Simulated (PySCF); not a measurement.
Record of a relaxation.

C2H6N2Si2.
Numbering: `[N:1]#[C:2]/[CH:3]=[N:4]\[SiH2:5][SiH3:6]` (hydrogens: H7 on C3; H8, H9 on Si5; H10, H11, H12 on Si6)

Method: PBE0-D3(BJ)/def2-SVP geometry optimisation, gas phase in PySCF 2.14.0; density fitting, grid level 1; the optimiser is geomeTRIC in internal coordinates, started from a GFN2-xTB structure with every atom displaced at random (about 0.01 Å). The frame can shift and turn from step to step; on so coarse a grid that alone can change the energy by a few meV, and forces under 0.02 eV/Å are noise.

Step 0: E = -20883.9549 eV, largest atomic force 3.771 eV/Å
```
atom  x, y, z in Å  |  force x, y, z in eV/Å
N1      2.682    1.490   -1.633    0.766   1.367  -2.197
C2      2.363    0.923   -0.698   -0.425  -0.515   0.916
C3      1.953    0.190    0.444    3.173   1.506   1.372
N4      1.000   -0.562    0.517   -3.031  -1.966   0.382
Si5    -0.358   -0.951   -0.506    0.148   0.031   0.931
Si6    -2.095    0.211    0.520   -0.119  -0.331   0.138
H7      2.627    0.313    1.327   -0.033   0.091  -0.230
H8     -0.386   -2.390   -0.322   -0.407  -0.816  -0.054
H9     -0.217   -0.641   -1.908    0.079   0.331  -1.066
H10    -2.198   -0.047    1.970    0.162  -0.178   0.321
H11    -3.365   -0.220   -0.071   -0.499  -0.139  -0.314
H12    -1.968    1.657    0.352    0.186   0.619  -0.199
```

Step 1: E = -20884.2215 eV, largest atomic force 1.242 eV/Å
```
atom  x, y, z in Å  |  force x, y, z in eV/Å
N1      2.426    1.425   -1.779   -0.087  -0.028   0.062
C2      2.092    0.855   -0.826    0.126   0.028  -0.146
C3      1.718    0.128    0.371   -1.082  -0.605  -0.083
N4      0.726   -0.670    0.465    0.912   0.586   0.207
Si5    -0.573   -1.163   -0.596   -0.312   0.046  -0.382
Si6    -2.493   -0.118    0.274    0.192   0.089   0.021
H7      2.359    0.333    1.241    0.114  -0.048   0.115
H8     -0.746   -2.638   -0.469    0.151  -0.013   0.020
H9     -0.390   -0.799   -2.047    0.055  -0.054   0.129
H10    -2.560   -0.443    1.729   -0.061   0.052   0.022
H11    -3.743   -0.575   -0.405    0.041  -0.054  -0.035
H12    -2.340    1.356    0.071   -0.049   0.001   0.072
```

Step 2: E = -20884.2484 eV, largest atomic force 0.441 eV/Å
```
atom  x, y, z in Å  |  force x, y, z in eV/Å
N1      2.285    1.419   -1.796   -0.076  -0.011  -0.001
C2      2.012    0.845   -0.826    0.221   0.148  -0.004
C3      1.700    0.116    0.389   -0.263  -0.275  -0.184
N4      0.728   -0.687    0.494    0.288   0.090   0.322
Si5    -0.558   -1.163   -0.592   -0.251  -0.011  -0.174
Si6    -2.466   -0.095    0.268    0.065   0.017   0.005
H7      2.398    0.284    1.229   -0.031   0.053   0.003
H8     -0.696   -2.642   -0.471    0.041   0.000   0.002
H9     -0.329   -0.797   -2.029    0.027  -0.005   0.026
H10    -2.582   -0.419    1.722   -0.020   0.021  -0.002
H11    -3.695   -0.554   -0.446    0.004  -0.023  -0.021
H12    -2.319    1.382    0.086   -0.004  -0.005   0.028
```

Step 3: E = -20884.2460 eV, largest atomic force 0.728 eV/Å
```
atom  x, y, z in Å  |  force x, y, z in eV/Å
N1      2.247    1.511   -1.761    0.004   0.043  -0.004
C2      1.998    0.880   -0.822   -0.149  -0.199  -0.100
C3      1.686    0.080    0.353    0.480   0.385   0.389
N4      0.731   -0.723    0.500   -0.225  -0.234  -0.120
Si5    -0.569   -1.193   -0.586   -0.061  -0.030   0.017
Si6    -2.448   -0.078    0.269   -0.060  -0.034  -0.013
H7      2.385    0.251    1.194    0.046   0.037  -0.066
H8     -0.687   -2.672   -0.449   -0.054   0.004  -0.015
H9     -0.311   -0.845   -2.017   -0.006   0.032  -0.064
H10    -2.597   -0.378    1.725    0.013  -0.014  -0.011
H11    -3.668   -0.539   -0.461   -0.018   0.012  -0.001
H12    -2.291    1.396    0.085    0.029  -0.003  -0.013
```

Step 4: E = -20884.2559 eV, largest atomic force 0.309 eV/Å
```
atom  x, y, z in Å  |  force x, y, z in eV/Å
N1      2.194    1.484   -1.777   -0.021   0.020  -0.004
C2      1.973    0.864   -0.823    0.025  -0.085  -0.030
C3      1.696    0.080    0.372    0.146   0.242   0.126
N4      0.737   -0.725    0.513   -0.062  -0.160   0.011
Si5    -0.560   -1.186   -0.584   -0.022  -0.014   0.028
Si6    -2.444   -0.076    0.265   -0.049  -0.025  -0.013
H7      2.404    0.262    1.202    0.007  -0.003  -0.050
H8     -0.685   -2.666   -0.458   -0.041   0.004  -0.011
H9     -0.295   -0.827   -2.013   -0.006   0.022  -0.038
H10    -2.602   -0.387    1.717    0.009  -0.011  -0.007
H11    -3.662   -0.529   -0.475   -0.009   0.011  -0.001
H12    -2.282    1.399    0.091    0.023  -0.002  -0.009
```

Step 5: E = -20884.2581 eV, largest atomic force 0.170 eV/Å
```
atom  x, y, z in Å  |  force x, y, z in eV/Å
N1      2.215    1.430   -1.804   -0.014  -0.001   0.002
C2      1.988    0.843   -0.831    0.000   0.039   0.018
C3      1.696    0.103    0.387    0.009  -0.142  -0.093
N4      0.740   -0.712    0.525    0.037   0.055   0.054
Si5    -0.557   -1.171   -0.579    0.000   0.016  -0.016
Si6    -2.457   -0.086    0.266   -0.006  -0.004  -0.004
H7      2.412    0.284    1.208   -0.031   0.035   0.031
H8     -0.689   -2.652   -0.474    0.002   0.001   0.003
H9     -0.293   -0.790   -2.005   -0.002  -0.002   0.006
H10    -2.619   -0.419    1.713   -0.004  -0.001   0.000
H11    -3.670   -0.530   -0.487    0.005   0.004  -0.004
H12    -2.291    1.391    0.110    0.004   0.001   0.003
```

Step 6: E = -20884.2593 eV, largest atomic force 0.067 eV/Å
```
atom  x, y, z in Å  |  force x, y, z in eV/Å
N1      2.169    1.444   -1.799   -0.009   0.004  -0.001
C2      1.968    0.844   -0.828    0.037   0.003   0.014
C3      1.701    0.088    0.386   -0.022   0.042  -0.047
N4      0.747   -0.727    0.532   -0.011  -0.037   0.034
Si5    -0.551   -1.178   -0.576    0.015   0.002  -0.001
Si6    -2.448   -0.081    0.262   -0.009  -0.001  -0.002
H7      2.412    0.286    1.209    0.001  -0.015   0.002
H8     -0.692   -2.658   -0.473   -0.002   0.001   0.003
H9     -0.280   -0.796   -2.000   -0.004  -0.002   0.001
H10    -2.623   -0.414    1.707   -0.003  -0.004  -0.001
H11    -3.658   -0.513   -0.501    0.003   0.006  -0.003
H12    -2.269    1.395    0.111    0.004   0.001   0.001
```

Step 7: E = -20884.2596 eV, largest atomic force 0.036 eV/Å
```
atom  x, y, z in Å  |  force x, y, z in eV/Å
N1      2.159    1.457   -1.792   -0.004   0.003   0.002
C2      1.963    0.849   -0.825    0.012  -0.011   0.006
C3      1.701    0.085    0.386    0.000   0.034  -0.011
N4      0.748   -0.732    0.534   -0.002  -0.028   0.003
Si5    -0.551   -1.182   -0.574    0.003   0.006   0.003
Si6    -2.446   -0.078    0.259   -0.005   0.000  -0.002
H7      2.416    0.277    1.205   -0.003  -0.006   0.000
H8     -0.695   -2.661   -0.469   -0.001   0.001   0.003
H9     -0.277   -0.803   -1.998   -0.002  -0.001  -0.001
H10    -2.627   -0.412    1.703   -0.003  -0.003  -0.002
H11    -3.655   -0.506   -0.509    0.001   0.005  -0.003
H12    -2.260    1.397    0.108    0.003   0.001   0.002
```

Step 8: E = -20884.2598 eV, largest atomic force 0.021 eV/Å
```
atom  x, y, z in Å  |  force x, y, z in eV/Å
N1      2.143    1.465   -1.784    0.005   0.001   0.002
C2      1.956    0.851   -0.819   -0.013  -0.009   0.000
C3      1.700    0.081    0.388    0.011   0.006   0.017
N4      0.752   -0.741    0.539    0.002  -0.002  -0.021
Si5    -0.548   -1.186   -0.571   -0.004   0.003   0.004
Si6    -2.443   -0.075    0.254    0.003   0.002   0.000
H7      2.419    0.271    1.206   -0.001   0.001   0.001
H8     -0.700   -2.665   -0.468    0.001   0.000   0.003
H9     -0.270   -0.807   -1.994   -0.001  -0.002  -0.003
H10    -2.639   -0.413    1.695   -0.003  -0.002  -0.002
H11    -3.648   -0.490   -0.527   -0.001   0.003  -0.004
H12    -2.245    1.400    0.111    0.001   0.000   0.003
```

Question: Summarise the path.

Answer: The energy falls by 29.42 kJ/mol from step 0 to step 8; nine tenths of that is first reached at step 2. It rises by more than 0.2 meV at step 3. The largest force goes from 3.771 to 0.021 eV/Å. Among the bonds Si5–H9 changes most, from 1.443 to 1.498 Å; the atoms move by 0.147 Å rms after alignment.

Question: Follow the three bonds and two angles with the largest change from start to end.

Answer: 
```json
{"step": "0", "E above end (kJ/mol)": "29.42", "largest force (eV/Å)": "3.771", "Si5–H9 (Å)": "1.443", "C3=N4 (Å)": "1.215", "Si5–H8 (Å)": "1.451", "N4–Si5–H8 (°)": "99.3", "C3–N4–Si5 (°)": "135.5"}
{"step": "1", "E above end (kJ/mol)": "3.70", "largest force (eV/Å)": "1.242", "Si5–H9 (Å)": "1.507", "C3=N4 (Å)": "1.277", "Si5–H8 (Å)": "1.491", "N4–Si5–H8 (°)": "108.3", "C3–N4–Si5 (°)": "135.2"}
{"step": "2", "E above end (kJ/mol)": "1.10", "largest force (eV/Å)": "0.441", "Si5–H9 (Å)": "1.500", "C3=N4 (Å)": "1.265", "Si5–H8 (Å)": "1.491", "N4–Si5–H8 (°)": "106.7", "C3–N4–Si5 (°)": "133.3"}
{"step": "3", "E above end (kJ/mol)": "1.33", "largest force (eV/Å)": "0.728", "Si5–H9 (Å)": "1.495", "C3=N4 (Å)": "1.257", "Si5–H8 (Å)": "1.490", "N4–Si5–H8 (°)": "105.5", "C3–N4–Si5 (°)": "131.3"}
{"step": "4", "E above end (kJ/mol)": "0.37", "largest force (eV/Å)": "0.309", "Si5–H9 (Å)": "1.497", "C3=N4 (Å)": "1.260", "Si5–H8 (Å)": "1.490", "N4–Si5–H8 (°)": "105.6", "C3–N4–Si5 (°)": "131.2"}
{"step": "5", "E above end (kJ/mol)": "0.17", "largest force (eV/Å)": "0.170", "Si5–H9 (Å)": "1.499", "C3=N4 (Å)": "1.264", "Si5–H8 (Å)": "1.490", "N4–Si5–H8 (°)": "106.2", "C3–N4–Si5 (°)": "130.9"}
{"step": "6", "E above end (kJ/mol)": "0.05", "largest force (eV/Å)": "0.067", "Si5–H9 (Å)": "1.499", "C3=N4 (Å)": "1.263", "Si5–H8 (Å)": "1.490", "N4–Si5–H8 (°)": "106.3", "C3–N4–Si5 (°)": "130.4"}
{"step": "7", "E above end (kJ/mol)": "0.02", "largest force (eV/Å)": "0.036", "Si5–H9 (Å)": "1.499", "C3=N4 (Å)": "1.263", "Si5–H8 (Å)": "1.490", "N4–Si5–H8 (°)": "106.3", "C3–N4–Si5 (°)": "130.2"}
{"step": "8", "E above end (kJ/mol)": "0.00", "largest force (eV/Å)": "0.021", "Si5–H9 (Å)": "1.498", "C3=N4 (Å)": "1.264", "Si5–H8 (Å)": "1.490", "N4–Si5–H8 (°)": "106.3", "C3–N4–Si5 (°)": "129.9"}
```

The cost below is that of the whole optimisation. Hardware: one thread, Arm Neoverse N1 (aarch64), shared host with 64 logical CPUs at a one-minute load of 54. Cost: 77 s, 0.52 GiB resident at most.
